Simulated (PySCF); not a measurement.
C6H9BO2.
Numbering: `[BH2-:1]1[O:2][CH:3]=[CH:4][C:5]([CH:6]2[CH2:7][CH2:8]2)=[O+:9]1` (hydrogens: H10, H11 on B1; H12 on C3; H13 on C4; H14 on C6; H15, H16 on C7; H17, H18 on C8)

Torsions of this conformer, `[BH2-:1]1[O:2][CH:3]=[CH:4][C:5]([CH:6]2[CH2:7][CH2:8]2)=[O+:9]1`: C4–C5–C6–C7 148°.

The closed-shell ground state was solved at several levels (PySCF, density fitting, gas phase, non-relativistic). Geometry: PBE0-D3(BJ)/def2-SVP, one conformer, isolated molecule.

```csv
level,basis functions,HOMO (eV),LUMO (eV),gap (eV),dipole (D)
PBE0/def2-SVPD,258,-6.94,-2.11,4.83,5.09
PBE0/pcSseg-1,198,-6.95,-2.07,4.88,5.10
```

Task: What might mPW1PW91/pcSseg-1 (198 basis functions) give for the same quantities?

Result: HOMO -6.98 eV, LUMO -2.09 eV, gap 4.89 eV, dipole 5.11 D.

Task: How far do the dipole and the HOMO energy spread over the levels?

Result: The dipole runs from 5.09 to 5.11 D (mean 5.10 D) and the HOMO from -6.98 to -6.94 eV.
